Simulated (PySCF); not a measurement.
**Nuclear quadrupole coupling in `FC(F)(F)[C@@H](Cl)[C@@H]1CC[SiH2]1`**

Species: C5H8ClF3Si.
Structure used (GFN2-xTB), in Å, numbered top down from 1:
```xyz
18
C5H8ClF3Si angstrom
F      2.753   -1.089   -0.511
C      2.352    0.064    0.030
F      2.042   -0.213    1.315
F      3.418    0.869    0.076
C      1.165    0.683   -0.689
Cl     1.744    1.151   -2.333
C      0.004   -0.271   -0.756
C     -1.284    0.313   -1.372
C     -2.320   -0.237   -0.371
Si    -0.942   -0.699    0.872
H      0.910    1.613   -0.174
H      0.322   -1.162   -1.300
H     -1.452    0.004   -2.401
H     -1.259    1.402   -1.349
H     -3.068    0.491   -0.068
H     -2.853   -1.095   -0.775
H     -0.734    0.265    1.948
H     -0.808   -2.081    1.314
```

Field gradients from the PBE0/pcSseg-1 density (PySCF, non-relativistic), principal values in atomic units, ordered |Vxx| ≤ |Vyy| ≤ |Vzz|:

| atom | Vxx | Vyy | Vzz |
| --- | --- | --- | --- |
| Cl6 | -1.9751 | -2.0888 | 4.0639 |

Problem. Find the asymmetry η = (Vxx − Vyy)/Vzz and the couplings χ = eQV/h (234.96 MHz × Q in barn × V in au), with Q(35Cl) = −0.0817 b.

Solution. 
```csv
atom,environment,nucleus,η,χzz (MHz),χxx (MHz),χyy (MHz)
Cl6,alkyl chlorine,35Cl,0.03,-78.01,37.92,40.10
```

The gradient is axial or nearly so (η below 0.05) at Cl6. The tensor is traceless: Vxx + Vyy + Vzz = 0.

Problem. What is Vzz at Cl6 in SI units (1 au = 9.71736 × 10²¹ V/m²)?

Solution. 4.0639 au = 39.490 × 10²¹ V/m².

Problem. And the gradient at the other heavy atoms, for which no coupling is worked out here?

Solution. 
| atom | environment | Vzz (au) | η |
| --- | --- | --- | --- |
| F1 | fluorine of a CF3 group | 2.916 | 0.03 |
| C2 | CF3 carbon | -0.440 | 0.08 |
| F3 | fluorine of a CF3 group | 2.881 | 0.03 |
| F4 | fluorine of a CF3 group | 2.936 | 0.04 |
| C5 | sp3 C–Cl carbon | 0.433 | 0.39 |
| C7 | sp3 carbon bound to silicon | 0.130 | 0.94 |
| C8 | four-membered-ring carbon | -0.102 | 0.48 |
| C9 | sp3 carbon bound to silicon | 0.088 | 0.35 |
| Si10 | SiH2 silicon | 0.398 | 0.08 |

Problem. What couplings would deuterons (Q(2H) = 0.00286 b) have in place of the hydrogens, at this geometry?

Solution. 
```tsv
atom	bonded to	bond length (Å)	Vzz (au)	η	χzz (kHz)
H11	C5	1.093	0.2888	0.03	194
H12	C7	1.092	0.3045	0.07	205
H13	C8	1.088	0.3120	0.01	210
H14	C8	1.089	0.3087	0.02	207
H15	C9	1.087	0.3231	0.04	217
H16	C9	1.088	0.3204	0.04	215
H17	Si10	1.460	0.1650	0.02	111
H18	Si10	1.457	0.1668	0.00	112
```

The structure is a single GFN2-xTB conformer in the gas phase; no vibrational or solvent corrections. GFN2-xTB bond lengths can be off by several hundredths of an ångström, more for odd bonds, and the gradients follow them. The basis is small and wasn't made for field gradients, so the couplings can be 20 % off.
